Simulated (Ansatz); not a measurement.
Cartesian coordinates in Å:
```
C -1.0412 -0.8196 -1.3550
Si 0.3861 -0.2806 -0.2846
C 1.9890 -0.2652 -1.2262
C 0.4944 -1.3321 1.2504
O 0.1341 1.3119 0.1772
Sn -1.2377 2.1734 1.1615
F -0.8894 4.0178 1.3072
F -1.4043 1.4898 2.9150
F -2.9344 1.9809 0.3526
H -0.9077 -1.8534 -1.6862
H -1.9928 -0.7666 -0.8181
H -1.1254 -0.1906 -2.2447
H 2.2419 -1.2708 -1.5735
H 1.9228 0.3875 -2.0998
H 2.8082 0.0915 -0.5976
H -0.4282 -1.2900 1.8367
H 1.3138 -1.0043 1.8951
H 0.6707 -2.3797 0.9900
```

Charge 0, multiplicity 1. Sn takes the def2 core potential.

(1) List the CAM-B3LYP/def2-TZVPP orbital energies in eV (Ansatz). (Estimate.)

## Answers

(1) The calculation gave: Occupied: -1801.37, -673.57, -673.53, -673.53, -523.21, -278.43, -278.43, -278.40, -145.85, -142.97, -101.24, -101.15, -101.15, -97.92, -97.92, -97.86, -34.81, -34.79, -34.44, -32.47, -32.04, -32.04, -31.16, -31.16, -28.74, -22.08, -21.11, -21.10, -17.68, -15.74, -14.76, -14.74, -14.15, -13.75, -13.62, -13.58, -13.52, -13.49, -13.39, -13.35, -13.34, -13.06, -13.00, -12.57, -12.54, -12.04, -11.96, -10.17, -10.09. Lowest empty: -1.77, 1.27, 1.47, 1.53, 2.10, 2.79, 2.80, 3.02.
